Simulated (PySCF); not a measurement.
Sn(H)(SH)3, SMILES [SH][SnH]([SH])[SH] (H4S3Sn) (CAM-B3LYP/def2-SVP optimised geometry):

```
8

Sn    -0.679     0.340     0.000
S     -1.448    -0.844     1.966
S      1.740     0.340     0.000
S     -1.444    -0.862    -1.956
H     -1.272     1.938     0.000
H     -0.225    -1.367     2.192
H      1.792    -0.636    -0.931
H     -1.792    -1.938    -1.218
```

Calculation: PySCF with CAM-B3LYP/def2-TZVP, def2 effective core potentials past Kr.

### Question
What are the frontier orbital energies and the dipole moment?

### Answer
HOMO-2 -8.99 eV, HOMO-1 -8.98 eV, HOMO -8.85 eV, LUMO -0.70 eV, LUMO+1 0.50 eV; dipole moment 0.28 D.

On the same geometry PBE/def2-TZVP, def2 effective core potentials past Kr in PySCF 2.14.0 gives HOMO-2 -6.47 eV, HOMO-1 -6.46 eV, HOMO -6.33 eV, LUMO -2.55 eV, LUMO+1 -1.24 eV; dipole moment 0.35 D.
